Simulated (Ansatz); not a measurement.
System: CN, charge 0, doublet. CN (SMILES [C-]#[N+], doublet).
B3LYP-D3(BJ)/def2-TZVP minimum from Ansatz (a quantum-chemistry and plane-wave program):
```xyz
2

C      0.0000     0.0000    -0.6258
N      0.0000     0.0000     0.5364
```
Charge 0, spin multiplicity 2.

Total energies in aug-cc-pVQZ, 9 correlated electrons, 2 frozen orbitals. Radicals and triplets start from unrestricted determinants; spin-orbit coupling is neglected. Cores are frozen in correlated methods. No relativity. The UHF reference of CN ([C-]#[N+], doublet) is spin-contaminated (<S^2> up to 0.37 over the pure value in the sets run).

| method | program | energy (Eh) | minus CCSDT(Q) (mEh) |
|---|---|---|---|
| HF | Ansatz | -92.24184 | 354.36 |
| MP2 | Ansatz | -92.53969 | 56.51 |
| CCSD | Ansatz | -92.57176 | 24.43 |
| CCSD(T) | Ansatz | -92.59174 | 4.46 |
| CCSDT(Q) | Ansatz | -92.59619 | 0.00 |

Rough core times of Ansatz's runs on a shared machine: CCSD(T) 90 s, CCSDT(Q) 50 min.
